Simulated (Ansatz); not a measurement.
`CO[SiH2]Br` + silanol → `[SiH3]O[SiH2]Br` + CH₃OH at 400 K and 1 bar (ligand exchange at the Si–O bond).

Isolated molecules relaxed with PBE0-D4/def2-TZVP in Ansatz; ΔE leaves out vibrations. CCSD(T)/CBS is the MP2 limit (def2-TZVPP, def2-QZVPP) plus CCSD(T) − MP2 in def2-TZVPP, frozen cores. This one scheme is used for every species. For Br outer-core shells are correlated without core-valence functions, which leaves a few kJ/mol of doubt a bond. Scalar relativity is left out up to krypton. One conformer a species, not always the lowest.

| species | CCSD(T)/CBS energy (Eh) | H − E (kJ/mol) | S (J/(mol·K)) |
| --- | --- | --- | --- |
| `CO[SiH2]Br` | -2978.70869 | 189.1 | 369.8 |
| `O[SiH3]` | -366.69042 | 120.0 | 276.4 |
| `[SiH3]O[SiH2]Br` | -3229.78766 | 159.7 | 408.7 |
| CH₃OH | -115.61712 | 151.2 | 252.6 |

H − E and S are ideal-gas, rigid-rotor, harmonic terms from PBE0-D4/def2-TZVP, for one conformer and one mirror image of each species. 1 Eh = 2625.50 kJ/mol, R = 8.31446 J/(mol·K).

Task: By hand: ΔE, ΔH, ΔS and ΔG.

Result: ΔE = (-3229.78766) + (-115.61712) − (-2978.70869) − (-366.69042) = -0.00567 Eh = -14.9 kJ/mol. Δ(H − E) = 159.7 + 151.2 − 189.1 − 120.0 = 1.8, so ΔH = -13.1 kJ/mol. ΔS = 408.7 + 252.6 − 369.8 − 276.4 = 15.1 J/(mol·K). ΔG = -13.1 − 400 × (15.1)/1000 = -19.1 kJ/mol.

Task: By hand: the equilibrium constant, and the temperature at which ΔG would vanish if ΔH and ΔS stayed fixed.

Result: log₁₀ K = −ΔG/(RT ln 10) = 2.5. ΔH and −TΔS have one sign here, so there is no such temperature.

TΔS isn't small against ΔH here. A doubt of 5 kJ/mol in ΔE shifts log₁₀ K by 0.7 here. Other conformers and mirror images would add mixing entropy, several J/(mol·K) or more a flexible species. Modes under 60 cm⁻¹, often nearly free rotors, make the harmonic entropy too high. These are equilibria of isolated gas molecules and say nothing of rates. Largest T1 diagnostic: 0.011 (customary marks: 0.02 for closed shells, 0.045 for open ones).
